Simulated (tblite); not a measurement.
Compound: C3H9BNSi2 (charge -1).
Atom-mapped SMILES: `[BH2:1][C:2]#[C:3][Si@@H:4]([CH3:5])[N-:6][SiH3:7]` (hydrogens: H8, H9 on B1; H10 on Si4; H11, H12, H13 on C5; H14, H15, H16 on Si7)
Bond orders are those of one Lewis drawing.

Computed with GFN2-xTB (tblite), gas phase: L-BFGS steps from a force-field or distance-geometry start until the largest atomic force falls under 0.01 eV/Å.

Step 10: E = -511.1954 eV
```
atom  x, y, z in Å  |  force x, y, z in eV/Å
B1      3.1791   -1.2457   -1.2453    0.103  -0.039   0.104
C2      1.9839   -0.5825   -0.6624    0.190  -0.068  -0.025
C3      1.0717   -0.0039   -0.0949   -0.178   0.080  -0.109
Si4    -0.5846    0.7086    0.4488   -0.136   0.101  -0.065
C5     -0.4251    2.5807    0.1298    0.038  -0.094   0.038
N6     -1.9430    0.0347   -0.2820    0.348  -0.078   0.313
Si7    -2.2051   -1.5539    0.2297   -0.031  -0.060  -0.042
H8      3.2122   -2.4125   -1.4375   -0.072   0.081  -0.001
H9      4.1642   -0.6262   -1.4663   -0.083   0.006  -0.048
H10    -0.3977    0.5786    1.9333    0.000   0.059   0.007
H11    -1.2766    3.1167    0.5373    0.022  -0.010  -0.047
H12     0.4696    2.9524    0.6235   -0.021   0.054  -0.059
H13    -0.3490    2.8131   -0.9272   -0.016  -0.007   0.031
H14    -2.3850   -1.7261    1.6974   -0.086  -0.044   0.024
H15    -3.4238   -2.1151   -0.3881   -0.013   0.055  -0.059
H16    -1.0982   -2.5099   -0.0304   -0.067  -0.038  -0.063
```

Step 11: E = -511.2037 eV
```
atom  x, y, z in Å  |  force x, y, z in eV/Å
B1      3.1800   -1.2459   -1.2403    0.055  -0.009   0.083
C2      1.9849   -0.5799   -0.6601    0.132  -0.033   0.031
C3      1.0733    0.0018   -0.0926   -0.111   0.054  -0.169
Si4    -0.5829    0.7186    0.4492    0.018   0.007   0.037
C5     -0.4256    2.5876    0.1267    0.019  -0.121   0.029
N6     -1.9326    0.0305   -0.2718    0.168  -0.125   0.218
Si7    -2.2086   -1.5590    0.2280   -0.008  -0.100   0.013
H8      3.2086   -2.4109   -1.4360   -0.058   0.055   0.005
H9      4.1605   -0.6240   -1.4693   -0.053   0.006  -0.043
H10    -0.3808    0.5861    1.9329   -0.021   0.076   0.009
H11    -1.2811    3.1191    0.5361    0.103   0.004  -0.074
H12     0.4734    2.9459    0.6242   -0.080   0.117  -0.100
H13    -0.3498    2.8140   -0.9332   -0.010   0.020   0.104
H14    -2.3909   -1.7413    1.6987   -0.091  -0.026  -0.034
H15    -3.4322   -2.1106   -0.3975    0.039   0.081  -0.035
H16    -1.1037   -2.5230   -0.0291   -0.101  -0.008  -0.072
```

Step 12: E = -511.2114 eV
```
atom  x, y, z in Å  |  force x, y, z in eV/Å
B1      3.1822   -1.2463   -1.2340    0.003   0.021   0.050
C2      1.9877   -0.5779   -0.6571    0.041   0.019   0.090
C3      1.0728    0.0066   -0.0956   -0.012   0.018  -0.206
Si4    -0.5804    0.7276    0.4508    0.169  -0.091   0.131
C5     -0.4255    2.5914    0.1247   -0.001  -0.092   0.008
N6     -1.9207    0.0242   -0.2590   -0.036  -0.144   0.091
Si7    -2.2115   -1.5653    0.2270    0.010  -0.124   0.070
H8      3.2042   -2.4086   -1.4350   -0.039   0.012   0.012
H9      4.1565   -0.6220   -1.4728   -0.006   0.013  -0.039
H10    -0.3685    0.5936    1.9327   -0.023   0.088   0.026
H11    -1.2830    3.1206    0.5338    0.133   0.022  -0.074
H12     0.4754    2.9432    0.6229   -0.094   0.162  -0.109
H13    -0.3507    2.8147   -0.9362   -0.002   0.034   0.119
H14    -2.3977   -1.7536    1.6994   -0.096  -0.023  -0.069
H15    -3.4386   -2.1055   -0.4060    0.064   0.094  -0.023
H16    -1.1098   -2.5337   -0.0300   -0.110  -0.008  -0.077
```

Q: Estimate the geometry and energy of step 13. (The exact step hangs on the optimiser's Hessian estimate; all steps are aligned on step 12, rigid shifts and turns removed.)

A: E = -511.2208 eV, largest force 0.375 eV/Å
```
atom  x, y, z in Å  |  force x, y, z in eV/Å
B1      3.1847   -1.2463   -1.2260   -0.038   0.043   0.004
C2      1.9922   -0.5751   -0.6517   -0.053   0.070   0.136
C3      1.0722    0.0138   -0.1021    0.095  -0.020  -0.214
Si4    -0.5752    0.7358    0.4548    0.262  -0.186   0.193
C5     -0.4257    2.5935    0.1224   -0.009  -0.029  -0.011
N6     -1.9065    0.0137   -0.2411   -0.219  -0.127  -0.034
Si7    -2.2150   -1.5753    0.2270    0.018  -0.122   0.118
H8      3.1982   -2.4055   -1.4331   -0.016  -0.038   0.020
H9      4.1513   -0.6193   -1.4777    0.050   0.022  -0.036
H10    -0.3520    0.6052    1.9333   -0.017   0.091   0.064
H11    -1.2824    3.1237    0.5293    0.112   0.040  -0.048
H12     0.4756    2.9432    0.6189   -0.069   0.198  -0.091
H13    -0.3518    2.8169   -0.9376    0.006   0.030   0.079
H14    -2.4081   -1.7705    1.6986   -0.101  -0.028  -0.075
H15    -3.4450   -2.0969   -0.4171    0.070   0.092  -0.018
H16    -1.1203   -2.5479   -0.0322   -0.091  -0.036  -0.086
```

The energy changes by -0.0094 eV. The first-order estimate −F·Δx gives -0.0124 eV and the mean of the old and new forces, exact on a quadratic surface, -0.0094 eV. The step makes an angle of 64° with the force vector and moves no atom by more than 0.025 Å.

What follows is the cost of the whole relaxation. The run took 5.6 s wall, 3.0 s CPU on one thread, Intel Xeon at 2.50 GHz (x86_64), shared host with 64 logical CPUs at a one-minute load of 62.
